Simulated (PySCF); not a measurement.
Species: C5H6N2OS.
Z-matrix (Å and degrees, GFN2-xTB geometry), rows numbered from 1:
```
C 
C   1  1.5060
O   2  1.2103  1  123.40
C   2  1.4641  1  115.31  3  -179.96
S   4  1.7226  2  125.18  1     0.00
N   5  1.6473  4   91.40  2  -180.00
N   6  1.2579  5  113.82  4     0.03
C   7  1.3422  6  115.44  5    -0.04
C   8  1.4793  4  126.79  2     0.01
H   1  1.0883  2  109.88  3  -120.55
H   1  1.0868  2  109.79  3     0.01
H   1  1.0884  2  109.90  3   120.61
H   9  1.0888  8  110.05  4    59.02
H   9  1.0887  8  110.03  4   -58.77
H   9  1.0859  8  109.44  4  -179.89
```

The calculation used TDDFT wB97X-D/def2-SVPD, vertical, gas phase, core orbitals frozen in the response in PySCF.

Computed states:

| state | E (eV) | f |
| --- | --- | --- |
| S1 | 3.61 | 0.0014 |
| S2 | 3.83 | 0.0000 |
| S3 | 4.85 | 0.116 |
| S4 | 5.54 | 0.120 |
| S5 | 6.00 | 0.0038 |
| S6 | 6.18 | 0.0003 |
| S7 | 6.31 | 0.0012 |
| S8 | 6.35 | 0.047 |

Broadening: Gaussians 0.4 eV wide at half height, area fixed by f = 4.319×10⁻⁹ ∫ε dν̃. The width is an assumption, not a result. The curve ends short of the highest state used, and states not computed would add to its high-energy end.

Q: What does the envelope look like, and where are its maxima?

A: 
(E (eV), ε (L mol⁻¹ cm⁻¹)): (3.01, 0), (3.11, 1), (3.20, 5), (3.30, 17), (3.39, 39), (3.48, 68), (3.58, 90), (3.67, 87), (3.77, 61), (3.86, 33), (3.96, 12), (4.05, 4), (4.14, 2), (4.24, 12), (4.33, 68), (4.43, 351), (4.52, 1140), (4.62, 3040), (4.71, 5464), (4.80, 7419), (4.90, 7502), (4.99, 5667), (5.09, 3180), (5.18, 2063), (5.27, 2640), (5.37, 4931), (5.46, 7207), (5.56, 8018), (5.65, 6589), (5.75, 3871)

Maxima: 343 nm (3.61 eV), ε about 92, made up of S1 (99%); 255 nm (4.85 eV), ε about 7800, made up of S3 (100%); 224 nm (5.54 eV), ε about 8100, made up of S4 (100%) (ε in L mol⁻¹ cm⁻¹; maxima over ε = 5, shares over 10%).

Q: On this curve, what absorbance would a 10⁻³ mol/L sample give at 355 nm over a 1 cm path?

A: 355 nm is 3.493 eV, where ε is about 72 L mol⁻¹ cm⁻¹, so A = ε c l ≈ 0.072 (Beer–Lambert, with the gas-phase spectrum and the assumed width).

Q: Does any computed singlet lie in the visible range?

A: No computed singlet lies in the visible range (380 to 750 nm); the lowest, at 343 nm, stands 0.35 eV above its violet end (3.26 eV); a Tamm–Dancoff triplet lies at 408 nm, without intensity as long as spin–orbit coupling is left out.

Q: Coming from long wavelengths, where does ε first pass 100 L mol⁻¹ cm⁻¹?

A: At about 285 nm (4.35 eV), 0.74 eV above S1.

One conformer stands for the species.
